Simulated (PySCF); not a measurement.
# Computed NMR parameters against published values

Molfile (atoms numbered from 1):
```
C5H9ClO
     RDKit          3D

 16 15  0  0  0  0  0  0  0  0999 V2000
   -1.4150    0.7288    0.6453 C   0  0  0  0  0  0  0  0  0  0  0  0
   -0.0404    1.0775    1.1924 C   0  0  0  0  0  0  0  0  0  0  0  0
    1.0857    0.7739    0.2137 C   0  0  0  0  0  0  0  0  0  0  0  0
    2.4518    1.1406    0.7653 C   0  0  0  0  0  0  0  0  0  0  0  0
    3.5768    0.8550   -0.1835 C   0  0  0  0  0  0  0  0  0  0  0  0
    3.5070    0.3840   -1.2656 O   0  0  0  0  0  0  0  0  0  0  0  0
    5.1682    1.3228    0.5099 Cl  0  0  0  0  0  0  0  0  0  0  0  0
   -2.2092    0.9612    1.3703 H   0  0  0  0  0  0  0  0  0  0  0  0
   -1.4881   -0.3433    0.4026 H   0  0  0  0  0  0  0  0  0  0  0  0
   -1.6311    1.2901   -0.2778 H   0  0  0  0  0  0  0  0  0  0  0  0
    0.1361    0.5260    2.1329 H   0  0  0  0  0  0  0  0  0  0  0  0
   -0.0085    2.1477    1.4636 H   0  0  0  0  0  0  0  0  0  0  0  0
    1.0768   -0.2965   -0.0515 H   0  0  0  0  0  0  0  0  0  0  0  0
    0.9191    1.3151   -0.7327 H   0  0  0  0  0  0  0  0  0  0  0  0
    2.6763    0.6024    1.7025 H   0  0  0  0  0  0  0  0  0  0  0  0
    2.5169    2.2096    1.0319 H   0  0  0  0  0  0  0  0  0  0  0  0
  1  2  1  0
  2  3  1  0
  3  4  1  0
  4  5  1  0
  5  6  2  0
  5  7  1  0
  1  8  1  0
  1  9  1  0
  1 10  1  0
  2 11  1  0
  2 12  1  0
  3 13  1  0
  3 14  1  0
  4 15  1  0
  4 16  1  0
M  END
```

What is known from experiment: δ 1H H15/H16 2.88; H13/H14 1.67; H11/H12 1.40; H8/H9/H10 0.93 ppm (measured; solution, not stated per compound (mostly CDCl3 or CCl4); Pretsch, Buehlmann, Badertscher, Structure Determination of Organic Compounds, 4th ed. (2009)).

Theoretical values (PySCF 2.14): shieldings: GIAO KT3/pcSseg-1, geometry: PBE0-D3(BJ)/def2-SVP. In vacuum, relativity neglected, fast rotation and ring inversion assumed for equivalent nuclei, single conformer.

Question: How close does the calculation come?

Answer: 
Reference values: measured (solution, not stated per compound (mostly CDCl3 or CCl4); Pretsch, Buehlmann, Badertscher, Structure Determination of Organic Compounds, 4th ed. (2009)).
```tsv
atoms	quantity	reference	computed
H15/H16	δ 1H	2.88	2.69
H13/H14	δ 1H	1.67	1.36
H11/H12	δ 1H	1.40	1.13
H8/H9/H10	δ 1H	0.93	1.05
```

Computed shifts are σ(ref) − σ with the named reference compound (TMS for H and C) calculated as an isolated molecule at the same level.

Question: How far are the unscaled 1H shifts from the references?

Answer: Mean signed difference -0.16 ppm, mean absolute 0.22 ppm over 4 comparisons; the largest is -0.31 ppm at H13/H14 (hydrogen on an sp3 CH2).

4 of the 5 published NMR values on file for this molecule are compared.
